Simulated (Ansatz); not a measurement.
The first iterations of a band of CH5BN2S (10 atoms, charge 0, multiplicity 1).

Computed with RKS PBE-D4/STO-3G in Ansatz 0.2.0.

```
movable images  : 5
climbing image  : yes
spring          : 5.0 eV/Å²
optimiser       : quadratic models (default)
start path      : through a guess of the saddle point
force threshold : 0.05 eV/Å
iteration limit : 60
end points      : relaxed
```

Image 0:

```xyz
10
Properties=species:S:1:pos:R:3
N -0.182 0.721 1.422
C 0.149 0.022 0.120
S 1.954 -0.255 -0.121
B -0.998 -0.714 -0.681
N -0.647 0.544 -1.065
H -0.265 -0.075 2.131
H 0.730 1.188 1.736
H 1.795 -1.289 -1.006
H -1.700 -1.621 -0.910
H -0.753 1.429 -1.625
```

Image 6:

```xyz
10
Properties=species:S:1:pos:R:3
N -0.032 0.621 1.285
C 0.067 -0.203 0.014
S 1.675 -1.003 -0.348
B -1.278 -0.708 -0.655
N -0.688 0.411 -1.150
H -0.195 -0.107 2.053
H 0.971 0.932 1.505
H 2.398 0.159 -0.206
H -2.192 -1.432 -0.750
H -0.641 1.278 -1.745
```

| iteration | highest image above the first end (eV) | largest band force component (eV/Å) |
| --- | --- | --- |
| 1 | 29.515 | 123.207 |
| 2 | 11.825 | 45.323 |
| 3 | 5.261 | 21.797 |
| 4 | 1.717 | 8.607 |

Problem. Does the band converge within its limit, and where does its top end?

Solution. It converged. It ended after 14 iterations with the highest image 0.088 eV above the first end. A vibrational analysis at the climbing image gives one clearly imaginary mode, 218i cm⁻¹: a first-order saddle point. Limits of this set-up: minimal basis.

The run took 2.9 min on 1 thread of Intel(R) Xeon(R) Platinum 8259CL CPU @ 2.50GHz (Skylake/Cascade Lake), with other jobs on the host, peak memory 0.11 GiB.
